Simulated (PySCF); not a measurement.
H3O, charge +1, singlet, at a GFN2-xTB geometry. Base run: CCSD(T)/cc-pVTZ in PySCF.

Input for PySCF:
```python
from pyscf import gto, scf, cc

mol = gto.Mole()
mol.atom = '''
    O     0.07094020    0.00288768    0.03133554
    H    -0.02512652    0.80502202   -0.52984156
    H     0.02737561   -0.82471664   -0.49851471
    H    -0.56977067   -0.00340678    0.77767195
'''
mol.basis = 'cc-pvtz'
mol.charge = 1
mol.verbose = 4
mol.max_memory = 1800
mol.build()

mf = scf.RHF(mol)
mf.kernel()

mycc = cc.CCSD(mf, frozen=1)
mycc.kernel()
et = mycc.ccsd_t()
print('E(CCSD(T)) = %.10f' % (mycc.e_tot + et))
```

The base run was repeated with changes; each row names its change, and settings that it needs were set with it.

```
change         ΔE vs base (kcal/mol)  MP2 correlation (Eh)  CC correlation without the perturbative part (Eh)  basis functions
-------------  ---------------------  --------------------  -------------------------------------------------  ---------------
base                           0.000              -0.25753                                           -0.26579               72
method = cisd                      …                     -                                                  -               72
method = ccsd                   4.43              -0.25753                                           -0.26579               72
method = mp2                    9.62              -0.25753                                                  -               72
```

Task: Fill in the missing entries.

Result: 
- method = cisd, ΔE vs base (kcal/mol): 10.80
